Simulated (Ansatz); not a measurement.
Cost and result up the ladder for Sn₁₁PH₂₂, a doped cluster cut from the lattice of tin (P on a surface site) (34 atoms). Total charge 0; doublet. Geometry: PBE-D4/def2-SVP.

```xyz
34

Sn   -0.774   -4.355    0.298
Sn    3.769    0.019    0.768
Sn   -4.285   -2.403   -2.013
Sn    1.238    2.411   -2.392
P    -1.182   -0.167   -0.021
Sn    3.276    4.640    1.027
Sn   -3.297   -4.779   -0.875
Sn    1.447    0.020   -0.898
Sn   -0.855   -1.968    1.772
Sn    3.693    2.261    2.469
Sn   -3.864   -0.239   -0.262
Sn    0.912    4.447   -0.482
H     0.450   -4.158   -0.911
H    -0.307   -5.672    1.324
H     5.262    0.021   -0.132
H     3.780   -1.425    1.741
H    -3.398   -2.095   -3.471
H    -5.950   -2.613   -2.452
H     2.622    2.771   -3.380
H    -0.143    2.336   -3.445
H    -1.122    0.963    0.869
H     4.606    4.878   -0.063
H     3.252    6.010    2.095
H    -3.186   -6.051   -2.051
H    -4.371   -5.321    0.375
H     1.531   -1.323   -2.022
H     0.600   -1.577    2.628
H    -2.198   -1.889    2.867
H     5.145    2.376    3.418
H     2.377    2.067    3.588
H    -4.345    1.256   -1.013
H    -4.777   -0.410    1.219
H     0.470    5.980   -1.167
H    -0.376    3.988    0.592
```

Ansatz on 2 threads of AMD EPYC 7R13 on a shared host and a share (18 GiB) of an NVIDIA H100 80GB HBM3. Times are rough, and most runs start from the orbitals of an earlier one. PBE0-D4/def2-TZVP serves as the yardstick here, not as an exact answer. Differences are given only for rows in sets of like size (and for xTB, whose basis is part of the method), since another set adds its own error. Binding counts from free atoms at the same level (Sn triplet, P quartet, H doublet; other spins of the atoms weren't run), without zero-point energy or a counterpoise term.

In the def2 sets Sn takes a core potential; there is no spin–orbit coupling. Correlated methods freeze 49 core orbitals; core or outer-core shells of Sn are correlated, in sets that lack core-valence functions. The rows differ in basis, and correlated rows in double-zeta sets carry the largest basis error. Single mean-field runs in def2-SVP, def2-TZVP are fitted with def2-universal-jkfit.

Correlated methods converge slowly with the basis, most of all in double-zeta sets.

| level | functions | wall time |
| --- | --- | --- |
| PBE-D4/def2-SVP | 414 | 11 s |
| PBE0-D4/def2-SVP | 414 | 11 s |
| MP2/def2-SVP | 414 | 12 s |
| r2SCANh-D4/def2-TZVP | 719 | 13 s |
| PBE0-D4/def2-TZVP | 719 | 14 s |
| PBE-D4/def2-TZVP (with forces) | 719 | 15 s |
| r2SCAN-D4/def2-TZVP | 719 | 15 s |
| B97M-V/def2-TZVP | 719 | 23 s |
| BHLYP-D4/def2-TZVP (with forces) | 719 | 26 s |

(1) Estimate what each level gives for the binding energy per atom (eV).

## Answers

(1) 
```json
{"level": "PBE-D4/def2-SVP", "binding energy per atom (eV)": "2.35", "difference from PBE0-D4/def2-TZVP (eV)": "–"}
{"level": "PBE0-D4/def2-SVP", "binding energy per atom (eV)": "2.34", "difference from PBE0-D4/def2-TZVP (eV)": "–"}
{"level": "MP2/def2-SVP", "binding energy per atom (eV)": "2.14", "difference from PBE0-D4/def2-TZVP (eV)": "–"}
{"level": "r2SCANh-D4/def2-TZVP", "binding energy per atom (eV)": "2.37", "difference from PBE0-D4/def2-TZVP (eV)": "0.01"}
{"level": "PBE0-D4/def2-TZVP", "binding energy per atom (eV)": "2.36", "difference from PBE0-D4/def2-TZVP (eV)": "0.00"}
{"level": "PBE-D4/def2-TZVP (with forces)", "binding energy per atom (eV)": "2.36", "difference from PBE0-D4/def2-TZVP (eV)": "0.01"}
{"level": "r2SCAN-D4/def2-TZVP", "binding energy per atom (eV)": "2.38", "difference from PBE0-D4/def2-TZVP (eV)": "0.02"}
{"level": "B97M-V/def2-TZVP", "binding energy per atom (eV)": "2.45", "difference from PBE0-D4/def2-TZVP (eV)": "0.10"}
{"level": "BHLYP-D4/def2-TZVP (with forces)", "binding energy per atom (eV)": "2.36", "difference from PBE0-D4/def2-TZVP (eV)": "0.00"}
```
